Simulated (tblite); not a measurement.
C2H6ClSn (SMILES [CH3][Sn]([CH3])[Cl]), doublet, geometry from GFN2-xTB (such geometries of metal compounds can be far from the true shape) (the spin is typed, not shown lowest); tblite with GFN1-xTB.

tblite was given this input:
```
$ tblite run mol.xyz --method gfn1 --charge 0 --spin 1 --efield 0,0,0.1 --json tblite.json --no-restart

# file mol.xyz
10

Sn    -0.32957796     0.23602977     0.25975969
C     -1.64327838    -1.40306982    -0.73696367
H     -1.11988894    -1.66663730    -1.64973902
H     -2.62897012    -1.01339805    -0.96369662
H     -1.72080176    -2.26965413    -0.08994682
C      0.20993063     1.84047730    -1.33415105
H      0.52437768     1.27617614    -2.20544543
H      1.02468414     2.46197206    -0.98026560
H     -0.65419935     2.45088516    -1.56934430
Cl     1.74434016    -0.92148691     0.40571420
```

Output, abridged:

```
xTB calculator
 | screened Coulomb repulsion
 | Coulomb electrostatics
 |  * isotropic Klopman-Ohno-Mataga-Nishimoto electrostatics
 |  * onsite third-order electrostatics
 | DFT-D3(BJ) dispersion correction
 | Interactions (1)
 | [1] electric field

halogen bonding energy    0.0000000000000E+00 Eh
repulsion energy          1.0953185670208E-01 Eh
dispersion energy        -3.3896714734262E-03 Eh
interaction energy        0.0000000000000E+00 Eh
number of electrons       2.5000000000000E+01 e
integral cutoff           2.8182813135037E+01 bohr

------------------------------------------------------------
  cycle        total energy    energy error   density error
------------------------------------------------------------
      1     -14.18026440903  -1.4286407E+01   3.2691764E-01
      2     -14.19561455550  -1.5350146E-02   1.8519385E-01
      3     -14.19561641335  -1.8578475E-06   4.3902939E-02
      4     -14.19566969039  -5.3277042E-05   5.0188216E-03
      5     -14.19576216388  -9.2473495E-05   2.0677192E-03
      6     -14.19578038608  -1.8222200E-05   2.9347027E-04
      7     -14.19578043520  -4.9122155E-08   3.0006525E-05
      8     -14.19578043649  -1.2846897E-09   9.2189066E-06
------------------------------------------------------------

electronic energy        -1.4301922621717E+01 Eh
total energy             -1.4195780436488E+01 Eh

Post processing:
 | Mayer-Wiberg bond orders

[Info] JSON dump of results written to 'tblite.json'
```
